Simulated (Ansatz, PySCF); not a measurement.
System: CH₄BO, charge 0, multiplicity 2. It need not be the lowest isomer of its formula. SMILES: C[B]O
Structure (B3LYP-D3(BJ)/def2-TZVP (Ansatz, a first-principles code) minimum search):
```xyz
7

B      0.5676    -0.0665     0.0187
C     -0.5486    -1.1450     0.1935
O      0.4248     1.2418    -0.2120
H     -1.5633    -0.7317     0.1085
H     -0.4355    -1.9341    -0.5543
H     -0.4571    -1.6329     1.1673
H     -0.4890     1.5675    -0.2804
```
Charge 0, spin multiplicity 2.

Wanted: atomisation energy (electronic, to ground-state atoms); the coupled-cluster value holds the core correlation from cc-pwCVTZ, in kcal/mol. Correlated levels leave the core frozen unless marked. Open shells are spin-unrestricted. No spin-orbit coupling. Non-relativistic. CBS(X,Y): correlation extrapolated as X^-3; Hartree-Fock from the larger set. The bracket is a focal-point correction in the basis named.

Level to compare with: RI-MP2/CBS(cc-pVTZ,cc-pVQZ)+[CCSD(T)-MP2]/cc-pVTZ plus the core term (Ansatz), 632.3 kcal/mol. It is a level with limits of its own, and the differences hold the functionals' basis error too.

Problem. Rank these functionals by how close they come to RI-MP2/CBS(cc-pVTZ,cc-pVQZ)+[CCSD(T)-MP2]/cc-pVTZ, closest first: r2SCAN0/def2-TZVPD (Ansatz); r2SCAN/def2-TZVPD (Ansatz); TPSSh/def2-TZVPD (PySCF).

Solution. TPSSh/def2-TZVPD (hybrid meta-GGA, 630.2 kcal/mol, difference -2.1), r2SCAN0/def2-TZVPD (hybrid meta-GGA, 628.0 kcal/mol, difference -4.3), r2SCAN/def2-TZVPD (meta-GGA, 638.1 kcal/mol, difference 5.8)
